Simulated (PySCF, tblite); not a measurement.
Isomers of C4H12OSi3. Method: GFN2-xTB as coded in tblite; computed harmonic values from a numerical Hessian at the method's own geometry, unscaled. This tight-binding method is rough: wavenumbers can miss measured ones by several per cent, in bad cases by 10 to 20. Modes of hydrogen on silicon can be 10 to 20 % off. One conformer each.

Electronic energies: PBE0/pcSseg-1 single points on the GFN2-xTB geometries (PySCF, gas phase).

| SMILES | electronic energy, lowest = 0 (kcal/mol) |
| --- | --- |
| O=C[Si@@H]1C[C@@H](C[SiH3])[SiH2]1 | 15.2 |
| COC1=C[SiH2]C1([SiH3])[SiH3] | 16.7 |
| C=C[SiH2]C([SiH3])([SiH3])C=O | 11.3 |
| C=C(C=O)[Si@H]([SiH3])[SiH2]C | 0.0 |

How do GFN2-xTB zero-point energies change the relative energies?

```
                            SMILES  ZPE (kcal/mol)  of it from modes above 1550 cm⁻¹  electronic (kcal/mol)  with ZPE, lowest = 0 (kcal/mol)  lowest mode (cm⁻¹)  rings
     C=C(C=O)[Si@H]([SiH3])[SiH2]C            84.7                              49.3                    0.0                              0.0                  23      0
     C=C[SiH2]C([SiH3])([SiH3])C=O            82.4                              47.8                   11.3                              9.1                  25      0
O=C[Si@@H]1C[C@@H](C[SiH3])[SiH2]1            86.5                              46.6                   15.2                             17.0                  36      1
      COC1=C[SiH2]C1([SiH3])[SiH3]            83.5                              45.1                   16.7                             15.5                  69      1
```

The zero-point energies span 4.1 kcal/mol, from `C=C[SiH2]C([SiH3])([SiH3])C=O` to `O=C[Si@@H]1C[C@@H](C[SiH3])[SiH2]1`. The lowest isomer stays, but the order above it changes.

And how do the electronic energies of GFN2-xTB itself compare?

`C=C(C=O)[Si@H]([SiH3])[SiH2]C` 16.9; `C=C[SiH2]C([SiH3])([SiH3])C=O` 6.6; `O=C[Si@@H]1C[C@@H](C[SiH3])[SiH2]1` 19.7; `COC1=C[SiH2]C1([SiH3])[SiH3]` 0.0 kcal/mol, lowest = 0. Against the energies above, taken from the same isomer `C=C(C=O)[Si@H]([SiH3])[SiH2]C`, the largest difference is 33.6 kcal/mol.

What do entropy and thermal enthalpy add at 298.15 K and 1 bar (rigid rotor, harmonic oscillator, one conformer each)?

| SMILES | point group | symmetry number | S (cal/(mol K)) | H − H(0) (kcal/mol) | ZPE + H − H(0) − TS (kcal/mol) |
| --- | --- | --- | --- | --- | --- |
| C=C[SiH2]C([SiH3])([SiH3])C=O | C1 | 1 | 116.9 | 9.22 | 56.8 |
| O=C[Si@@H]1C[C@@H](C[SiH3])[SiH2]1 | C1 | 1 | 112.0 | 8.56 | 61.6 |
| COC1=C[SiH2]C1([SiH3])[SiH3] | Cs | 1 | 109.8 | 8.69 | 59.5 |

Not tabulated: `C=C(C=O)[Si@H]([SiH3])[SiH2]C` (lowest mode only 23 cm⁻¹).
